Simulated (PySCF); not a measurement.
**The third ionisation energy along the 3d series**

Calculated with PySCF 2.14 from differences of total energies of unrestricted determinants, without spin-orbit coupling. Values in eV. The last column holds reference values (NIST; (s) semi-empirical, (t) theoretical, else measured). Unmarked ones compare directly (S terms, centres of terms, or small fine structure); those marked * lie between the lowest fine-structure levels and include a spin-orbit shift.

```
                                  element       configurations     UHF  MP2 (valence)  SCS-MP2 (valence)          reference
Sc (Sapporo-DKH3-DZP-2012, spin-free X2C)      [Ar] 3d1 → [Ar]  23.779            n/a                n/a           24.757 *
Ti (Sapporo-DKH3-DZP-2012, spin-free X2C)  [Ar] 3d2 → [Ar] 3d1  26.662         26.717             26.680           27.492 *
Cr (Sapporo-DKH3-DZP-2012, spin-free X2C)  [Ar] 3d4 → [Ar] 3d3  29.718         30.247             29.894   30.959 ± 0.025 *
Mn (Sapporo-DKH3-DZP-2012, spin-free X2C)  [Ar] 3d5 → [Ar] 3d4  32.381         33.114             32.625   33.668 ± 0.012 *
Co (Sapporo-DKH3-DZP-2012, spin-free X2C)  [Ar] 3d7 → [Ar] 3d6  31.198         32.819             32.811  33.5 ± 0.06 (s) *
Ni (Sapporo-DKH3-DZP-2012, spin-free X2C)  [Ar] 3d8 → [Ar] 3d7  32.637         34.698             34.578   35.187 ± 0.019 *
```

"Valence" correlates the outer s and p shells and, in groups 3 to 12 and the f block, the outer d or f shell, open or full, or the next shell where the ion has no valence electron left; the wider scheme adds the next inner shell.
